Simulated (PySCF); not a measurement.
A structure optimised at PBE-D3(BJ)/def2-SVP, used in a PySCF frequency run:

```
Si
O 1 1.6631
H 2 0.9737 1 115.95
C 1 1.8544 2 108.40 3 180.00
H 4 1.1071 1 110.29 2 180.00
H 4 1.1080 5 108.78 1 120.77
H 4 1.1080 5 108.78 6 118.46
Cl 1 2.0814 2 110.15 3 58.66
Cl 1 2.0814 2 110.15 3 -58.66
```
Charge 0, spin multiplicity 1.

Task: Write its SMILES, formula and point group.

Result: C[Si](O)(Cl)Cl, CH₄Cl₂OSi, Cs

Task: What are its rotational constants (standard atomic weights)?

Result: 2.6056, 1.8690, 1.5705 GHz
